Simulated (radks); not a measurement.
The numbers below are computed, except where a source is named.
Q: Radial electron density D(r) = 4 pi r^2 rho(r) of an atom or ion with 43 electrons. Code: a radial shooting solver on a logarithmic mesh with Libxc functionals. Model: scalar-relativistic Kohn-Sham, SCAN, spin-unpolarised, spherical densities, finite nucleus; meta-GGA in the generalised Kohn-Sham scheme; Fermi nuclear charge, rms radius of each element as measured or else 0.836 A^(1/3) + 0.57 fm.

```
   r/bohr * D(r) (the largest magnitude, 69.6, reaches the edge; | marks zero)
 0.005046 |           *
 0.006784 |                 *
 0.009121 |                        *
  0.01226 |                                *
  0.01649 |                                        *
  0.02217 |                                           *
   0.0298 |                                          *
  0.04007 |                                      *
  0.05387 |                                      *
  0.07301 |                                              *
  0.09815 |                                                      *
    0.132 |                                                 *
   0.1774 |                                     *
   0.2385 |                                    *
   0.3207 |                                          *
   0.4312 |                               *
   0.5797 |              *
   0.7794 |          *
    1.056 |          *
     1.42 |      *
    1.909 |  *
    2.567 |*
    3.451 *
     4.64 *
    6.239 *
```

What is the nuclear charge?

A: Z = 44. The innermost maximum, from 1s, lies near gamma/Z bohr with gamma = sqrt(1 - (Z/c)^2) = 0.947, here 0.0215 bohr (found: 0.0234), and its height grows with Z. The density is that of the ruthenium ion Ru+ in [Kr] 4d7; the configuration itself is not fixed sharply by these data, and Z only to a few units. D(r) has 4 maxima, at r = 0.0234, 0.104, 0.318, 0.967 bohr, and minima at 0.0470, 0.207, 0.749 bohr, inside which lie 2.03, 11.14, 29.10 electrons.
